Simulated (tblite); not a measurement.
A geometry optimisation, step by step.

Species: C5H12B2F2O.
Numbering: `[CH3:1][O:2][C@@H:3]([CH3:4])[BH:5][C@H:6]([CH3:7])[B:8]([F:9])[F:10]` (hydrogens: H11, H12, H13 on C1; H14 on C3; H15, H16, H17 on C4; H18 on B5; H19 on C6; H20, H21, H22 on C7)

Computed with GFN2-xTB (tblite), gas phase: L-BFGS steps from a force-field or distance-geometry start until the largest atomic force falls under 0.01 eV/Å. 4 of its 174 geometries are shown.

Step 0: E = -893.8006 eV, largest atomic force 3.444 eV/Å
```
atom  x, y, z in Å  |  force x, y, z in eV/Å
C1      2.644    0.831    1.232    0.829   0.168   1.323
O2      2.041   -0.349    0.822    1.177   0.025   1.565
C3      1.109   -0.202   -0.167   -2.541  -0.086  -1.244
C4      1.562   -1.038   -1.347    0.637  -1.272   0.001
B5     -0.325   -0.758    0.262   -0.267   1.078   1.312
C6     -1.659   -0.160   -0.393    0.604  -1.691  -0.563
C7     -1.879    1.286   -0.018   -1.399   1.078   0.816
B8     -2.926   -0.957    0.056   -2.812  -1.443   0.465
F9     -2.977   -1.898    1.127   -0.261   2.214  -2.625
F10    -4.179   -0.701   -0.646    2.680  -0.911   1.926
H11     3.370    0.560    2.039   -0.433   0.042  -0.530
H12     1.940    1.554    1.711    0.216  -0.273  -0.605
H13     3.231    1.275    0.425   -0.181   0.365  -0.075
H14     0.949    0.830   -0.512    0.537   0.237   0.169
H15     2.625   -0.785   -1.514   -0.525  -0.435  -0.251
H16     0.965   -0.878   -2.246    0.184  -0.149   0.195
H17     1.466   -2.105   -0.964    0.396   1.071  -0.992
H18    -0.428   -1.198    1.364    0.120  -0.226  -0.607
H19    -1.585   -0.194   -1.495   -0.138   0.039   0.224
H20    -1.790    1.421    1.085    0.132   0.036  -0.837
H21    -1.211    1.958   -0.552   -0.084  -0.036   0.192
H22    -2.953    1.527   -0.270    1.129   0.168   0.140
```

Step 58: E = -894.9330 eV, largest atomic force 0.224 eV/Å
```
atom  x, y, z in Å  |  force x, y, z in eV/Å
C1      2.689    0.817    1.274    0.018   0.000   0.004
O2      2.300   -0.375    0.665   -0.154   0.096  -0.121
C3      1.170   -0.218   -0.210   -0.012  -0.034  -0.109
C4      1.405   -1.212   -1.364   -0.038  -0.010   0.090
B5     -0.255   -0.404    0.477    0.102  -0.042  -0.106
C6     -1.566   -0.116   -0.359   -0.033  -0.113  -0.033
C7     -2.003    1.304    0.090   -0.053   0.071  -0.040
B8     -2.842   -1.027   -0.126    0.060  -0.035  -0.020
F9     -2.980   -1.889    0.858    0.012  -0.047   0.035
F10    -3.927   -0.918   -0.873    0.080  -0.020  -0.015
H11     3.550    0.574    1.888    0.092   0.037   0.111
H12     1.893    1.238    1.897   -0.053   0.007   0.090
H13     2.974    1.570    0.526    0.034   0.028   0.004
H14     1.221    0.802   -0.648    0.016  -0.127   0.024
H15     2.353   -0.994   -1.859   -0.188  -0.010   0.025
H16     0.582   -1.165   -2.074    0.146  -0.051  -0.013
H17     1.466   -2.208   -0.934   -0.025  -0.032  -0.113
H18    -0.343   -0.644    1.613    0.021  -0.019   0.108
H19    -1.374   -0.046   -1.432    0.019  -0.003  -0.062
H20    -2.316    1.284    1.124   -0.037   0.086   0.203
H21    -1.179    1.997   -0.016    0.116   0.151  -0.001
H22    -2.830    1.650   -0.519   -0.120   0.064  -0.060
```

Step 115: E = -895.0816 eV, largest atomic force 0.151 eV/Å
```
atom  x, y, z in Å  |  force x, y, z in eV/Å
C1      2.658    0.768    1.274   -0.033   0.022  -0.019
O2      2.395   -0.314    0.426    0.022   0.027  -0.042
C3      1.219   -0.181   -0.382    0.005   0.020   0.062
C4      1.187   -1.441   -1.264   -0.046   0.041   0.039
B5     -0.160   -0.106    0.398   -0.027   0.010   0.073
C6     -1.503    0.217   -0.373   -0.025   0.105  -0.028
C7     -2.186    1.428    0.323    0.007  -0.040  -0.041
B8     -2.439   -1.058   -0.356    0.071   0.127  -0.042
F9     -2.876   -1.613    0.754   -0.090  -0.053   0.040
F10    -2.846   -1.668   -1.455    0.060  -0.009   0.069
H11     3.593    0.527    1.774   -0.020   0.013   0.089
H12     1.857    0.904    2.011    0.066   0.019   0.017
H13     2.786    1.714    0.727   -0.054  -0.095  -0.082
H14     1.365    0.690   -1.049   -0.001   0.002   0.031
H15     2.140   -1.554   -1.771    0.056  -0.026   0.004
H16     0.393   -1.366   -1.997   -0.065  -0.027  -0.065
H17     1.014   -2.307   -0.633    0.038  -0.075  -0.056
H18    -0.247   -0.308    1.545    0.120  -0.025   0.036
H19    -1.319    0.500   -1.410   -0.014   0.018  -0.099
H20    -2.309    1.250    1.387   -0.040  -0.031  -0.044
H21    -1.570    2.316    0.189   -0.017  -0.042   0.031
H22    -3.161    1.619   -0.120   -0.012   0.019   0.029
```

Step 173: E = -895.1576 eV, largest atomic force 0.009 eV/Å
```
atom  x, y, z in Å  |  force x, y, z in eV/Å
C1      2.725    0.769    1.159   -0.001   0.001   0.000
O2      2.355   -0.398    0.484   -0.003  -0.002   0.005
C3      1.195   -0.237   -0.344    0.003  -0.002  -0.001
C4      1.139   -1.489   -1.238   -0.003   0.001   0.001
B5     -0.168   -0.053    0.450    0.005   0.001  -0.005
C6     -1.504    0.325   -0.318   -0.006  -0.006  -0.002
C7     -2.305    1.402    0.446    0.000   0.004   0.001
B8     -2.333   -1.012   -0.458    0.002   0.004  -0.004
F9     -3.233   -1.404    0.421    0.005  -0.003   0.001
F10    -2.176   -1.856   -1.462    0.002   0.004  -0.002
H11     3.596    0.519    1.762   -0.002  -0.003  -0.006
H12     1.922    1.133    1.812    0.005   0.006   0.002
H13     2.990    1.571    0.455   -0.004   0.002  -0.001
H14     1.384    0.627   -1.010   -0.002  -0.003   0.001
H15     2.087   -1.606   -1.756   -0.001   0.002   0.004
H16     0.337   -1.403   -1.964    0.001  -0.002  -0.001
H17     0.972   -2.370   -0.626   -0.002  -0.004   0.000
H18    -0.206   -0.200    1.609    0.000   0.001   0.006
H19    -1.278    0.695   -1.321    0.002   0.005   0.003
H20    -2.595    1.038    1.427    0.002   0.004  -0.004
H21    -1.705    2.300    0.572    0.000  -0.008   0.000
H22    -3.207    1.667   -0.101   -0.002   0.000   0.002
```

Question: Summarise the path.

Answer: The energy falls by 130.93 kJ/mol from step 0 to step 173; nine tenths of that is first reached at step 88. It rises by more than 0.2 meV at steps 59, 106 and 126. The largest force goes from 3.444 to 0.009 eV/Å. Among the bonds B8–F10 changes most, from 1.459 to 1.321 Å; the atoms move by 0.882 Å rms after alignment.

Question: Follow the three bonds and two angles with the largest change from start to end.

Answer: 
```json
{"step": "0", "E above end (kJ/mol)": "130.93", "largest force (eV/Å)": "3.444", "B8–F10 (Å)": "1.459", "B8–F9 (Å)": "1.427", "O2–C3 (Å)": "1.367", "O2–C3–H14 (°)": "115.3", "C3–C4–H17 (°)": "103.3"}
{"step": "8", "E above end (kJ/mol)": "31.26", "largest force (eV/Å)": "0.217", "B8–F10 (Å)": "1.321", "B8–F9 (Å)": "1.317", "O2–C3 (Å)": "1.441", "O2–C3–H14 (°)": "109.2", "C3–C4–H17 (°)": "109.4"}
{"step": "15", "E above end (kJ/mol)": "29.54", "largest force (eV/Å)": "0.110", "B8–F10 (Å)": "1.322", "B8–F9 (Å)": "1.317", "O2–C3 (Å)": "1.442", "O2–C3–H14 (°)": "107.8", "C3–C4–H17 (°)": "109.9"}
{"step": "23", "E above end (kJ/mol)": "28.75", "largest force (eV/Å)": "0.090", "B8–F10 (Å)": "1.322", "B8–F9 (Å)": "1.317", "O2–C3 (Å)": "1.442", "O2–C3–H14 (°)": "107.8", "C3–C4–H17 (°)": "110.5"}
{"step": "30", "E above end (kJ/mol)": "27.52", "largest force (eV/Å)": "0.128", "B8–F10 (Å)": "1.321", "B8–F9 (Å)": "1.317", "O2–C3 (Å)": "1.442", "O2–C3–H14 (°)": "107.5", "C3–C4–H17 (°)": "109.2"}
{"step": "38", "E above end (kJ/mol)": "26.68", "largest force (eV/Å)": "0.104", "B8–F10 (Å)": "1.322", "B8–F9 (Å)": "1.317", "O2–C3 (Å)": "1.440", "O2–C3–H14 (°)": "108.5", "C3–C4–H17 (°)": "110.0"}
{"step": "45", "E above end (kJ/mol)": "25.79", "largest force (eV/Å)": "0.080", "B8–F10 (Å)": "1.322", "B8–F9 (Å)": "1.317", "O2–C3 (Å)": "1.438", "O2–C3–H14 (°)": "107.9", "C3–C4–H17 (°)": "110.2"}
{"step": "53", "E above end (kJ/mol)": "24.43", "largest force (eV/Å)": "0.122", "B8–F10 (Å)": "1.322", "B8–F9 (Å)": "1.317", "O2–C3 (Å)": "1.439", "O2–C3–H14 (°)": "107.2", "C3–C4–H17 (°)": "109.1"}
{"step": "60", "E above end (kJ/mol)": "20.79", "largest force (eV/Å)": "0.203", "B8–F10 (Å)": "1.322", "B8–F9 (Å)": "1.316", "O2–C3 (Å)": "1.436", "O2–C3–H14 (°)": "107.2", "C3–C4–H17 (°)": "107.9"}
{"step": "68", "E above end (kJ/mol)": "17.97", "largest force (eV/Å)": "0.113", "B8–F10 (Å)": "1.323", "B8–F9 (Å)": "1.317", "O2–C3 (Å)": "1.436", "O2–C3–H14 (°)": "107.2", "C3–C4–H17 (°)": "109.4"}
{"step": "75", "E above end (kJ/mol)": "16.08", "largest force (eV/Å)": "0.134", "B8–F10 (Å)": "1.320", "B8–F9 (Å)": "1.317", "O2–C3 (Å)": "1.434", "O2–C3–H14 (°)": "108.0", "C3–C4–H17 (°)": "109.9"}
{"step": "83", "E above end (kJ/mol)": "13.60", "largest force (eV/Å)": "0.070", "B8–F10 (Å)": "1.320", "B8–F9 (Å)": "1.318", "O2–C3 (Å)": "1.434", "O2–C3–H14 (°)": "107.2", "C3–C4–H17 (°)": "109.8"}
{"step": "90", "E above end (kJ/mol)": "12.87", "largest force (eV/Å)": "0.053", "B8–F10 (Å)": "1.320", "B8–F9 (Å)": "1.317", "O2–C3 (Å)": "1.433", "O2–C3–H14 (°)": "107.3", "C3–C4–H17 (°)": "109.8"}
{"step": "98", "E above end (kJ/mol)": "12.02", "largest force (eV/Å)": "0.054", "B8–F10 (Å)": "1.320", "B8–F9 (Å)": "1.318", "O2–C3 (Å)": "1.432", "O2–C3–H14 (°)": "107.2", "C3–C4–H17 (°)": "109.4"}
{"step": "105", "E above end (kJ/mol)": "10.51", "largest force (eV/Å)": "0.152", "B8–F10 (Å)": "1.323", "B8–F9 (Å)": "1.319", "O2–C3 (Å)": "1.436", "O2–C3–H14 (°)": "107.4", "C3–C4–H17 (°)": "109.2"}
{"step": "113", "E above end (kJ/mol)": "8.25", "largest force (eV/Å)": "0.445", "B8–F10 (Å)": "1.330", "B8–F9 (Å)": "1.324", "O2–C3 (Å)": "1.433", "O2–C3–H14 (°)": "107.3", "C3–C4–H17 (°)": "108.9"}
{"step": "120", "E above end (kJ/mol)": "4.74", "largest force (eV/Å)": "0.205", "B8–F10 (Å)": "1.317", "B8–F9 (Å)": "1.320", "O2–C3 (Å)": "1.430", "O2–C3–H14 (°)": "107.6", "C3–C4–H17 (°)": "109.7"}
{"step": "128", "E above end (kJ/mol)": "1.29", "largest force (eV/Å)": "0.120", "B8–F10 (Å)": "1.321", "B8–F9 (Å)": "1.318", "O2–C3 (Å)": "1.433", "O2–C3–H14 (°)": "106.9", "C3–C4–H17 (°)": "109.5"}
{"step": "135", "E above end (kJ/mol)": "0.40", "largest force (eV/Å)": "0.034", "B8–F10 (Å)": "1.321", "B8–F9 (Å)": "1.318", "O2–C3 (Å)": "1.433", "O2–C3–H14 (°)": "107.1", "C3–C4–H17 (°)": "109.9"}
{"step": "143", "E above end (kJ/mol)": "0.29", "largest force (eV/Å)": "0.017", "B8–F10 (Å)": "1.321", "B8–F9 (Å)": "1.318", "O2–C3 (Å)": "1.433", "O2–C3–H14 (°)": "107.1", "C3–C4–H17 (°)": "109.9"}
{"step": "150", "E above end (kJ/mol)": "0.24", "largest force (eV/Å)": "0.030", "B8–F10 (Å)": "1.321", "B8–F9 (Å)": "1.317", "O2–C3 (Å)": "1.433", "O2–C3–H14 (°)": "107.1", "C3–C4–H17 (°)": "109.7"}
{"step": "158", "E above end (kJ/mol)": "0.10", "largest force (eV/Å)": "0.029", "B8–F10 (Å)": "1.321", "B8–F9 (Å)": "1.318", "O2–C3 (Å)": "1.433", "O2–C3–H14 (°)": "107.3", "C3–C4–H17 (°)": "109.7"}
{"step": "165", "E above end (kJ/mol)": "0.05", "largest force (eV/Å)": "0.025", "B8–F10 (Å)": "1.320", "B8–F9 (Å)": "1.317", "O2–C3 (Å)": "1.434", "O2–C3–H14 (°)": "107.2", "C3–C4–H17 (°)": "109.8"}
{"step": "173", "E above end (kJ/mol)": "0.00", "largest force (eV/Å)": "0.009", "B8–F10 (Å)": "1.321", "B8–F9 (Å)": "1.318", "O2–C3 (Å)": "1.434", "O2–C3–H14 (°)": "107.2", "C3–C4–H17 (°)": "109.7"}
```

What follows is the cost of the whole relaxation. The run took 2.3 s of wall time on Arm Neoverse N1, one thread (shared host).
